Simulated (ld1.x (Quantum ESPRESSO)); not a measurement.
## Reading a pseudo-wave (Zr (Z = 40))

Columns: radius, all-electron u(r) and pseudo u(r) of the 5p shell (level -1.47 eV) of zirconium in the configuration [Kr] 4d2 5s2 5p0; PBE, scalar-relativistic, PAW scheme, ld1.x (Quantum ESPRESSO) 7.5.

```tsv
r (bohr)	all-electron	pseudo
0.225	-0.0630	-0.0051
0.450	-0.0725	-0.0201
0.675	0.0876	-0.0443
0.900	0.1843	-0.0763
1.125	0.1905	-0.1146
1.350	0.1355	-0.1573
1.575	0.0510	-0.2024
1.800	-0.0415	-0.2478
2.025	-0.1303	-0.2918
2.250	-0.2101	-0.3329
2.475	-0.2788	-0.3697
2.700	-0.3361	-0.4015
2.925	-0.3825	-0.4278
3.150	-0.4187	-0.4484
3.375	-0.4455	-0.4636
3.600	-0.4639	-0.4738
3.825	-0.4750	-0.4796
4.050	-0.4798	-0.4813
4.275	-0.4792	-0.4794
4.500	-0.4742	-0.4742
4.725	-0.4657	-0.4657
4.950	-0.4545	-0.4545
5.175	-0.4412	-0.4412
5.400	-0.4264	-0.4264
5.625	-0.4106	-0.4106
5.850	-0.3942	-0.3942
```

Task: How many radial nodes do the two functions have?

Result: The all-electron 5p function has n − l − 1 = 3 (the table is too coarse to show those close to the nucleus); the pseudo-wave has 0, since the states of the same l below it are removed with the core.

Task: At about which radius was the pseudo-wave matched?

Result: 4.50 bohr, where the columns begin to agree (steps of 0.23 bohr).

Task: Is the pseudo-wave norm-conserving?

Result: No, it belongs to a PAW set: the norm inside the radius is not constrained, and the difference is carried by the augmentation charge.
